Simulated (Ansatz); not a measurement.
Consider the redistribution: `[SH][Mg][Cl]` + `[CH3][In]([NH2])[Br]` → `[NH2][Mg][Cl]` + `[CH3][In]([SH])[Br]`.

Calculated with Ansatz (gas phase, PBE0-D4/def2-TZVP geometries, no zero-point term in ΔE). CCSD(T)/CBS adds triple-zeta CCSD(T) − MP2 to the extrapolated MP2 energy (def2 sets, frozen cores). DFT in def2-TZVPP. Elements past krypton have def2 core potentials. For Br, In, Mg outer-core shells are correlated without core-valence functions, which leaves a few kJ/mol of doubt a bond. Scalar relativity is left out up to krypton. Each species was taken in one conformer, which may not be the lowest.

`[SH][Mg][Cl]`:

```xyz
4

S     1.669    0.117    0.304
Mg   -0.469   -0.451   -0.236
Cl   -2.505   -1.019   -0.758
H     1.305    1.353    0.690
```

`[CH3][In]([NH2])[Br]`:

Z-matrix (Å, degrees):
```
C
In 1 2.128
H 1 1.090 2 108.8
H 1 1.090 2 108.9 3 118.4
H 1 1.089 2 111.0 3 -120.8
N 2 2.004 1 132.2 3 119.0
Br 2 2.493 1 118.3 3 -54.7
H 6 1.008 2 120.7 1 27.2
H 6 1.009 2 117.7 1 167.7
```

`[NH2][Mg][Cl]`:

```xyz
5

N     0.827    0.414    0.202
Mg   -0.810   -0.405   -0.197
Cl   -2.718   -1.360   -0.661
H     1.130    1.326   -0.105
H     1.571    0.025    0.761
```

`[CH3][In]([SH])[Br]`:

```xyz
8

C     0.867   -1.291    0.353
In   -0.348    0.367   -0.212
S    -0.388    2.559    0.702
Br   -1.994    0.121   -2.057
H     0.587   -1.616    1.355
H     1.915   -0.993    0.356
H     0.712   -2.104   -0.354
H    -1.352    2.957   -0.144
```

```tsv
species	r2SCAN-D4 energy (Eh)
`[SH][Mg][Cl]`	-1059.13795
`[CH3][In]([NH2])[Br]`	-2860.27024
`[NH2][Mg][Cl]`	-716.28287
`[CH3][In]([SH])[Br]`	-3203.12893
```

(1) Work out ΔE.

Largest T1 diagnostic among the species: 0.012.

Results:

(1) ΔE = (-716.28287) + (-3203.12893) − (-1059.13795) − (-2860.27024) = -0.00361 Eh = -9.5 kJ/mol. CCSD(T)/CBS gives -6.4 kJ/mol.

Leaving LDA and LC-ωPBE aside and taking each functional with its dispersion term where it has one, the values, not all of them listed here, spread over 5.5 kJ/mol, from BLYP-D4 to ωB97X-V. At CCSD(T), def2-SVP lies −3.2 kJ/mol from the extrapolated value and def2-TZVPP −1.4 kJ/mol.
